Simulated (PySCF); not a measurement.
Circular dichroism: C6H9BO

Cartesian coordinates in Å; atom numbers follow the order of the lines, from 1:
```xyz
17

B     1.2236    0.6971   -0.7939
C     1.6916   -0.4548    0.1703
C     0.7527   -1.1026    0.8555
C    -0.6705   -0.6859    0.6173
C    -0.9165   -0.7202   -0.8984
O    -0.2242    0.4048   -1.4066
C    -0.0995    1.3940   -0.3392
C    -0.8144    0.8232    0.8672
H     1.9189    1.1993   -1.5953
H     2.7303   -0.7264    0.2970
H     0.9439   -1.9155    1.5422
H    -1.3900   -1.2868    1.1732
H    -1.9808   -0.6046   -1.1344
H    -0.5281   -1.6214   -1.3780
H    -0.4380    2.3681   -0.6787
H    -0.3369    1.1342    1.7957
H    -1.8691    1.1096    0.8962
```

Method used: TDDFT B3LYP/def2-SVPD circular dichroism and optical rotation, one conformer, gas phase in PySCF 2.14.0. Geometry: GFN2-xTB.

The bonding changed while the geometry was optimised; results refer to the coordinates, not to the name. States above about 6.7 eV (minus the energy of the highest occupied orbital) lie near or above the ionisation threshold and depend on the basis.

Task: Assign R or S to each stereocentre.

Result: C4 R, C7 R.

Task: List the lowest 8 singlet excitations with oscillator and rotatory strengths.

Result: Rotatory strengths R in 10⁻⁴⁰ esu² cm², velocity form and length form (origin at the centre of mass); f in length form.
```csv
state,E (eV),λ (nm),f,R (velocity),R (length),main
1,6.02,206,0.071,-2.4,-1.1,"HOMO→LUMO 0.87, HOMO−1→LUMO 0.09"
2,6.16,201,0.014,+2.8,+3.6,HOMO→LUMO+1 0.98
3,6.50,191,0.001,-12.4,-12.5,HOMO−2→LUMO 0.97
4,6.84,181,0.090,-34.1,-33.7,HOMO−1→LUMO 0.76
5,6.98,178,0.004,+5.1,+4.6,"HOMO→LUMO+2 0.43, HOMO−1→LUMO+1 0.27"
6,7.04,176,0.016,-6.0,-5.6,"HOMO→LUMO+2 0.42, HOMO→LUMO+3 0.24"
7,7.13,174,0.018,+27.2,+24.0,"HOMO→LUMO+3 0.34, HOMO→LUMO+5 0.28"
8,7.18,173,0.005,+4.5,+4.1,"HOMO−1→LUMO+1 0.62, HOMO→LUMO+4 0.19"
```

Among the states computed, the strongest CD band (largest |R|) is state 4. The largest dissymmetry factor in size, g = 4R/(D+G), with D and G the electric and magnetic dipole strengths, is -0.082 for state 3 (velocity form, f = 0.002), among bands with |R| over 0.5. The mirror image has the same energies and oscillator strengths and all R with the opposite sign.
